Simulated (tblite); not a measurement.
C8H16N2.
SMILES with atom numbers: `[CH3:1][C:2]([CH3:3])=[N:4][NH:5][CH:6]1[CH2:7][CH2:8][CH2:9][CH2:10]1` (hydrogens: H11, H12, H13 on C1; H14, H15, H16 on C3; H17 on N5; H18 on C6; H19, H20 on C7; H21, H22 on C8; H23, H24 on C9; H25, H26 on C10)

Computed with GFN2-xTB (tblite), gas phase: L-BFGS steps from a force-field or distance-geometry start until the largest atomic force falls under 0.01 eV/Å.

Step 30: E = -846.8236 eV
```
atom  x, y, z in Å  |  force x, y, z in eV/Å
C1      3.5982    0.7234   -0.7225   -0.028  -0.005   0.008
C2      2.3937    0.0459   -0.1472   -0.009   0.003  -0.027
C3      2.5778   -0.7352    1.1309    0.002   0.021   0.004
N4      1.2950    0.1635   -0.7734   -0.014   0.015  -0.042
N5      0.1722   -0.4523   -0.3545    0.038  -0.017  -0.018
C6     -1.0575   -0.0711   -1.0068    0.044  -0.007   0.001
C7     -1.6649    1.2396   -0.4863    0.003  -0.004   0.011
C8     -2.3761    0.8444    0.8121   -0.013  -0.014   0.004
C9     -2.7097   -0.6554    0.6770   -0.001  -0.013  -0.011
C10    -2.1339   -1.1057   -0.6732    0.018   0.003  -0.022
H11     3.3170    1.2740   -1.6155    0.016  -0.016   0.008
H12     4.0242    1.4128    0.0072    0.003  -0.004  -0.019
H13     4.3622   -0.0113   -0.9786   -0.018   0.011   0.005
H14     1.9787   -0.3099    1.9382   -0.013   0.020   0.026
H15     3.6194   -0.7282    1.4336    0.033   0.005   0.023
H16     2.2591   -1.7685    0.9866    0.001   0.003  -0.001
H17     0.0814   -0.6404    0.6392    0.006  -0.045   0.011
H18    -0.8337   -0.0138   -2.0742    0.009  -0.006  -0.010
H19    -0.8978    1.9978   -0.3346   -0.010   0.006   0.015
H20    -2.3813    1.6161   -1.2167    0.000  -0.002   0.001
H21    -1.7171    1.0128    1.6652   -0.030  -0.003   0.009
H22    -3.2758    1.4376    0.9692    0.019   0.028   0.009
H23    -3.7831   -0.8351    0.7185   -0.004   0.026   0.013
H24    -2.2553   -1.2188    1.4930   -0.011  -0.014  -0.007
H25    -1.7119   -2.1085   -0.6283   -0.022  -0.010  -0.010
H26    -2.9020   -1.0910   -1.4457   -0.020   0.019   0.018
```

Step 31: E = -846.8243 eV
```
atom  x, y, z in Å  |  force x, y, z in eV/Å
C1      3.5971    0.7240   -0.7244   -0.020  -0.003   0.008
C2      2.3939    0.0462   -0.1481   -0.020   0.000  -0.026
C3      2.5776   -0.7318    1.1314    0.008   0.016   0.011
N4      1.2947    0.1616   -0.7736   -0.030   0.007  -0.029
N5      0.1728   -0.4549   -0.3526    0.019  -0.023  -0.009
C6     -1.0567   -0.0728   -1.0049    0.048  -0.016  -0.009
C7     -1.6623    1.2388   -0.4846    0.007  -0.011   0.006
C8     -2.3756    0.8433    0.8126   -0.004  -0.013   0.000
C9     -2.7103   -0.6564    0.6759   -0.005   0.003  -0.003
C10    -2.1360   -1.1055   -0.6750    0.019   0.006  -0.010
H11     3.3158    1.2742   -1.6174    0.012  -0.018  -0.001
H12     4.0227    1.4139    0.0042    0.010   0.005  -0.007
H13     4.3612   -0.0106   -0.9793   -0.011   0.007  -0.002
H14     1.9771   -0.3052    1.9361   -0.022   0.027   0.041
H15     3.6180   -0.7255    1.4366    0.052   0.018   0.022
H16     2.2605   -1.7655    0.9900   -0.012  -0.016  -0.010
H17     0.0808   -0.6444    0.6415    0.022  -0.032  -0.017
H18    -0.8318   -0.0159   -2.0718    0.012   0.000  -0.024
H19    -0.8928    1.9942   -0.3313   -0.010   0.011   0.018
H20    -2.3752    1.6181   -1.2166   -0.009  -0.003   0.004
H21    -1.7144    1.0090    1.6648   -0.046   0.001   0.012
H22    -3.2747    1.4377    0.9703    0.032   0.022   0.010
H23    -3.7838   -0.8346    0.7164   -0.009   0.021   0.023
H24    -2.2557   -1.2198    1.4918   -0.017  -0.019  -0.011
H25    -1.7188   -2.1102   -0.6324   -0.014  -0.010  -0.012
H26    -2.9049   -1.0855   -1.4466   -0.013   0.020   0.014
```

**Question.** Estimate the geometry and energy of step 32. (The exact step hangs on the optimiser's Hessian estimate; all steps are aligned on step 31, rigid shifts and turns removed.)

**Answer.** E = -846.8250 eV, largest force 0.065 eV/Å
```
atom  x, y, z in Å  |  force x, y, z in eV/Å
C1      3.5958    0.7245   -0.7263   -0.005   0.000   0.005
C2      2.3938    0.0468   -0.1495   -0.024  -0.004  -0.010
C3      2.5775   -0.7280    1.1320    0.011   0.008   0.017
N4      1.2939    0.1599   -0.7743   -0.028  -0.009  -0.003
N5      0.1739   -0.4581   -0.3507   -0.006  -0.030  -0.002
C6     -1.0552   -0.0749   -1.0031    0.030  -0.018  -0.020
C7     -1.6594    1.2377   -0.4827    0.011  -0.016  -0.002
C8     -2.3752    0.8420    0.8131    0.007  -0.008  -0.005
C9     -2.7111   -0.6574    0.6747   -0.008   0.016   0.005
C10    -2.1379   -1.1050   -0.6769    0.011   0.006   0.005
H11     3.3151    1.2743   -1.6194    0.006  -0.016  -0.013
H12     4.0215    1.4152    0.0010    0.012   0.012   0.005
H13     4.3601   -0.0099   -0.9799   -0.003   0.001  -0.008
H14     1.9750   -0.2995    1.9343   -0.018   0.025   0.042
H15     3.6173   -0.7222    1.4402    0.046   0.031   0.013
H16     2.2616   -1.7623    0.9934   -0.019  -0.018  -0.013
H17     0.0809   -0.6501    0.6437    0.039  -0.016  -0.049
H18    -0.8297   -0.0182   -2.0695    0.016   0.006  -0.033
H19    -0.8879    1.9905   -0.3275   -0.010   0.014   0.021
H20    -2.3690    1.6200   -1.2165   -0.013  -0.006   0.010
H21    -1.7125    1.0052    1.6647   -0.054   0.004   0.019
H22    -3.2732    1.4382    0.9718    0.039   0.015   0.008
H23    -3.7848   -0.8337    0.7145   -0.012   0.015   0.029
H24    -2.2567   -1.2210    1.4905   -0.021  -0.024  -0.015
H25    -1.7267   -2.1123   -0.6371   -0.007  -0.006  -0.014
H26    -2.9082   -1.0789   -1.4471   -0.001   0.021   0.008
```

The energy changes by -0.0007 eV. The first-order estimate −F·Δx gives -0.0009 eV and the mean of the old and new forces, exact on a quadratic surface, -0.0007 eV. The step makes an angle of 75° with the force vector and moves no atom by more than 0.009 Å.

Hardware: an Arm Neoverse N1 with one thread, shared host.
